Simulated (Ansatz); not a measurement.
`[MgH][O][SiH3]` + `N[Si](N)(O)O` → `N[Si](N)(O)O[SiH3]` + `[OH][MgH]`  (ligand exchange at the Si–O bond)

Gas-phase electronic energies from Ansatz, PBE0-D4/def2-TZVP geometries. CCSD(T)/CBS is the MP2 limit (def2-TZVPP, def2-QZVPP) plus CCSD(T) − MP2 in def2-TZVPP, frozen cores. DFT in def2-TZVPP. B3LYP here is the variant with VWN-RPA as its local correlation; programs differ in this. For Mg outer-core shells are correlated without core-valence functions, which leaves a few kJ/mol of doubt a bond. Each species was taken in one conformer, which may not be the lowest.

Q: Is it downhill or uphill in electronic energy at CCSD(T)/CBS, and by how much? (Best estimate.)

A: Computed: Uphill: ΔE = +3.8 kcal/mol.

Q: What do these levels give: r2SCAN-D4, B3LYP-D4, ωB97X-V, MP2/def2-TZVPP, SCS-MP2/def2-TZVPP, HF/CBS(def2)? (An estimate is asked.)

A: The calculation gave: r2SCAN-D4 3.8, B3LYP-D4 3.1, ωB97X-V 3.5, MP2/def2-TZVPP 3.9, SCS-MP2/def2-TZVPP 4.1, HF/CBS(def2) 4.4 kcal/mol.

Largest T1 diagnostic among the species: 0.011.

The D4 term adds −1.4 kcal/mol with B3LYP and −0.9 kcal/mol with PBE0; it sums over pairs of atoms, weighted by their polarisabilities, and B3LYP, whose exchange is more repulsive, gets the larger term.
